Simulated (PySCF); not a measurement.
**Electron correlation in Mg⁵⁺ (magnesium, charge +5)**

Starting occupation: [He] 2s2 2p3, 2p1/2 with m_j = -1/2, +1/2, 2p3/2 with m_j = +3/2. All numbers are calculated (PySCF 2.14, X2C-1e with screened-nucleus spin-orbit coupling, Gaussian nucleus, in an even-tempered Gaussian basis (18 s from 0.45 bohr⁻², ratio 2.4; 11 p from 0.58 bohr⁻², ratio 2.4; 5 d from 3.6 bohr⁻², ratio 2.6; 5 f from 5.3 bohr⁻², ratio 2.6)). Frozen: nothing; 7 electrons correlated; the 28 highest virtual spinors left out.

MP2 pair energies summed by pair of shells (mhartree):

```
 pair  energy  share (%)
2p-2s  -77.15       42.7
1s-1s  -39.22       21.7
2p-2p  -26.00       14.4
1s-2p  -18.14       10.0
2s-2s  -11.80        6.5
1s-2s   -8.23        4.6
```

Total MP2 correlation energy: -180.54 mhartree.

The GHF reference relaxed away from the jj start to a determinant that is no pure jj level (⟨S²⟩ = 3.75, ⟨J²⟩ = 3.75); the energies belong to that determinant.
